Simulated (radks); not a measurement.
The numbers below are computed, except where a source is named.
Neutral molybdenum, 42 electrons, occupied as [Kr] 4d5 5s1.

Code: a radial shooting solver on a logarithmic mesh with Libxc functionals. Model: Dirac Kohn-Sham, PBEsol, spin-unpolarised, spherical densities, finite nucleus; open shells fill j = l - 1/2 first; Fermi nuclear charge, rms radius 4.4091 fm.

Energy parts (Ry):
total: -8093.95496
kinetic: 8391.90387
electron-nucleus: -19561.11142
Hartree: 3318.20593
exchange-correlation: -242.95334

Orbitals (lengths in bohr, moments of r in powers of bohr; r(90%) holds 90 % of the orbital's charge):
orbital  occ.  eigenvalue (Ry)  r(90%)      <r^4>      <r>
1s1/2       2        -1455.267  0.0630  7.219e-06  0.03518
2s1/2       2        -205.4960   0.238   0.001336   0.1535
2p1/2       2        -189.0822   0.214  0.0008871   0.1308
2p3/2       4        -181.2578   0.220  0.0009931   0.1354
3s1/2       2        -34.95119   0.634    0.06903   0.4290
3p1/2       2        -28.70576   0.641    0.07150   0.4236
3p3/2       4        -27.41705   0.656    0.07858   0.4341
3d3/2       4        -16.36535   0.661    0.08218   0.4134
3d5/2       6        -16.12127   0.666    0.08473   0.4169
4s1/2       2         -4.71518    1.62      2.955    1.108
4p1/2       2         -2.94294    1.81      4.664    1.217
4p3/2       4         -2.75967    1.86      5.187    1.249
4d3/2       4         -0.28133    3.32      60.77    1.988
4d5/2       1         -0.26641    3.38      65.72    2.021
5s1/2       1         -0.30126    5.38      362.9    3.572

The highest occupied level is 4d5/2 at -3.625 eV. Summed over all electrons, <r^2> = 57.27 bohr^2, which gives a Langevin (diamagnetic) susceptibility term of -45.4 x 10^-6 cm^3/mol. The electron density at the nucleus is 9.072e+04 e/bohr^3.
